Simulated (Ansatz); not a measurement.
Basis-set extrapolation for `C1CC[SiH2]C1` (PBE0-D4/def2-TZVP geometry, frozen core, Ansatz). Multiplicity 1, RHF reference.

```json
{"": "HF", "def2-TZVPP": "-446.299652", "def2-QZVPP": "-446.315833"}
{"": "MP2 correlation", "def2-TZVPP": "-0.818820", "def2-QZVPP": "-0.870678"}
{"": "CCSD(T) correlation", "def2-TZVPP": "-0.912102", "def2-QZVPP": "not run"}
```

Energies in hartree. Use E(X) = E(∞) + A·exp(−7.88·√X) for Hartree–Fock and E(X) = E(∞) + B·X^(−2.97) for correlation, with X = 3 and 4, and add CCSD(T) minus MP2 of the smaller set to the MP2 limit.

**Question.** What is the CCSD(T) energy at the basis-set limit?

**Answer.** HF limit: -446.315833 + (-0.016181) × 0.13774 = -446.31806. MP2 limit: -0.870678 + (-0.051858) × 0.74074 = -0.90909. Higher-order term: -0.912102 − (-0.818820) = -0.09328. Total: -447.32043 hartree, 285.3 kJ/mol below CCSD(T)/def2-TZVPP.
